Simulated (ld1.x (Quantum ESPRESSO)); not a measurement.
**Transferability test, TM potential for Ca**

Ca (Z = 20), norm-conserving Troullier–Martins (Kleinman–Bylander form), made with ld1.x (Quantum ESPRESSO) 7.5 (PW91, scalar-relativistic). Core [Ne], reference 3s2 3p6 3d0 4s0 4p0 (charge +2). Waves: 3p (bound): rc 1.35 bohr; 3d (bound, empty): rc 2.30 bohr; 3s (bound): rc 1.75 bohr. Local part: the s channel. Core correction: a·sin(br)/r model core inside 0.90 bohr.

Energies are relative to the spin-unpolarised reference configuration 3s2 3p6 3d0 4s0 4p0; without spin polarisation the order of configurations can differ from experiment.

Give the all-electron excitation energy and the error of the potential for: 3s2 3p6 3d0 4s2 4p0; 3s2 3p6 3d0 4s1 4p0; 3s2 3p6 3d0 4s1.5 4p0; 3s2 3p5 3d0 4s2 4p0; 3s2 3p6 3d1 4s1 4p0; 3s2 3p6 3d0 4s1 4p1; 3s2 3p6 3d0 4s0 4p1.

| valence configuration | charge | ΔE all-electron (eV) | error AE − PS (meV) |
| --- | --- | --- | --- |
| 3s2 3p6 3d0 4s2 4p0 | 0 | -18.201 | +604 |
| 3s2 3p6 3d0 4s1 4p0 | +1 | -11.861 | +445 |
| 3s2 3p6 3d0 4s1.5 4p0 | +0.5 | -15.681 | +548 |
| 3s2 3p5 3d0 4s2 4p0 | +1 | 16.529 | +1503 |
| 3s2 3p6 3d1 4s1 4p0 | 0 | -15.937 | +265 |
| 3s2 3p6 3d0 4s1 4p1 | 0 | -15.773 | +385 |
| 3s2 3p6 3d0 4s0 4p1 | +1 | -8.819 | +90 |

Levels in the configuration 3s2 3p6 3d0 4s1 4p0:

| level | all-electron (eV) | pseudo (eV) |
| --- | --- | --- |
| 3s | -54.044 | -53.597 |
| 3p | -34.956 | -34.546 |
| 4s | -8.986 | -9.252 |

ld1.x printed “convergence not achieved” for 6 of the counted tests; their residual had stalled under 1e-8, short of the target of 1e-14.
